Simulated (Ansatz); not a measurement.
CH$_{3}$BS$_{2}$, SMILES `S=CBS` at its PBE0-D4/def2-TZVP geometry, where that method's forces vanish. Total charge 0; spin multiplicity 1.

```xyz
7

S    -2.2727   -0.9079   -0.8066
C    -1.0329   -0.5934    0.1814
B     0.2300    0.1898   -0.2874
S     1.4727    0.5130    0.9400
H    -1.0988   -0.9418    1.2166
H     0.3583    0.5588   -1.4104
H     2.3434    1.1815    0.1663
```

Problem. What forces (eV/Å) does r2SCAN-D4/def2-TZVPP give on these atoms in Ansatz? (Best estimate.)

Solution. Ansatz gave: 
```
S1  -0.284 -0.076 -0.208
C2   0.275  0.089  0.153
B3  -0.087 -0.018 -0.115
S4   0.067  0.008  0.104
H5   0.016 -0.004  0.041
H6  -0.003 -0.010  0.033
H7   0.017  0.012 -0.008
```
